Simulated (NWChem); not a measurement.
Species: SbF5; SMILES [F][Sb]([F])([F])([F])[F]

def2 effective core potentials on Sb; no spin-orbit coupling.

### Question
Give the equilibrium geometry at PBE0/def2-SVP with def2 effective core potentials on Sb (NWChem) as a list of bonds and angles, with the point group.

### Answer
point group D3h; any orientation.
Bonded distances (Å): Sb1–F2 1.894, Sb1–F3 1.894, Sb1–F4 1.884, Sb1–F5 1.884, Sb1–F6 1.884. Angles (°): F2–Sb1–F3 179.9, F2–Sb1–F4 90.0, F2–Sb1–F5 90.0, F2–Sb1–F6 90.0, F3–Sb1–F4 90.0, F3–Sb1–F5 90.0, F3–Sb1–F6 90.0, F4–Sb1–F5 120.2, F4–Sb1–F6 120.0, F5–Sb1–F6 119.8.
